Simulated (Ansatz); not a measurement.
Z-matrix (Å, degrees):
```
In
C 1 2.150
Se 1 3.267 2 35.5
N 1 2.013 2 111.7 3 -79.1
H 1 1.708 2 129.5 3 92.9
H 2 1.088 1 116.2 3 121.4
H 2 1.090 1 111.7 3 -112.7
H 3 1.471 1 71.7 2 -125.7
H 4 1.006 1 123.9 2 179.8
H 4 1.007 1 123.6 2 -15.9
```

The species carries charge 0 and has multiplicity 1. In takes the def2 core potential.

List the ωB97M-V/def2-TZVPP orbital energies in eV (Ansatz 0.2.0). (An estimate is asked.)

Ansatz gave: Occupied: -12368.10, -1588.38, -1423.14, -1423.12, -1423.06, -393.65, -282.02, -217.83, -160.79, -160.69, -160.48, -130.85, -87.32, -87.02, -87.01, -60.71, -60.69, -60.51, -60.43, -60.40, -25.66, -24.14, -23.72, -23.62, -23.61, -23.36, -23.03, -19.96, -15.37, -14.71, -14.48, -12.78, -12.07, -11.19, -10.25, -9.33, -8.44. Lowest empty: 0.45, 1.20, 1.26, 2.06, 2.71, 2.88, 3.04, 3.77.
